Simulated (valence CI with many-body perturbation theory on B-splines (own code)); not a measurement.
The numbers below are computed, except where a source is named.
Basis-set convergence for Sr XXXIII

Method: configuration interaction combined with many-body perturbation theory (CI+MBPT): four valence electrons over a frozen Dirac-Fock core [He], a basis of 9 s, 9 p, 8 d, 6 f, 3 g, 1 h functions for each j, with the one-electron correlation potential Σ1 (screened to all orders), the two-electron term Σ2, the three-electron term Σ3, Breit, model QED; selected single and double excitations, second order for the rest, scaled by the run's own slope (own B-spline code, finite nucleus).

No measured spectrum was set against this ion. As an estimate, large intervals hold to a few tenths of a per cent, small ones and those within an open d or f shell to about a per cent. Among the levels kept, up to 890 cm⁻¹ of a level comes from second order outside the variational space, and about a tenth of that is noise between levels of different J, which matters for small intervals.

The reference run has the lowest level (2s^2 2p1/2^2) J=0 and an ionisation energy of 4060.21 eV. Its largest variational space holds 25877 state functions.

Levels are named by their leading jj configuration (3d3/2^4 stands for four electrons in 3d with j = 3/2), which in mixed levels can hold well under half, so a name can repeat and another be missing. Letters in brackets count levels of one name in rising energy.

Changed runs:
A. basis 6 s, 6 p, 5 d, 3 f, 1 g
B. basis 5 s, 5 p, 4 d, 2 f

Excitation energies of the reference run in cm⁻¹, and shifts in cm⁻¹:

```
                     Level  Reference      A      B
    (2s^2 2p1/2 2p3/2) J=1     516638    -44   -162
    (2s^2 2p1/2 2p3/2) J=2     604801    +57   +121
        (2s^2 2p3/2^2) J=2    1184030    +36    +61
    (2s 2p1/2^2 2p3/2) J=2    1375370   -176   -574
        (2s^2 2p3/2^2) J=0    1390160   +105   +355
    (2s 2p1/2^2 2p3/2) J=1    1741570    +77   +268
(2s 2p1/2 2p3/2^2) J=2 [a]    1939090    -40   -134
    (2s 2p1/2 2p3/2^2) J=3    2093170    +59   +113
    (2s 2p1/2 2p3/2^2) J=0    2275910    +59   +245
(2s 2p1/2 2p3/2^2) J=1 [a]    2330690    +64   +223
(2s 2p1/2 2p3/2^2) J=2 [b]    2400620   +140   +424
(2s 2p1/2 2p3/2^2) J=1 [b]    2474700   +137   +468
    Ionisation energy (eV)    4060.21  -0.02  -0.08
```
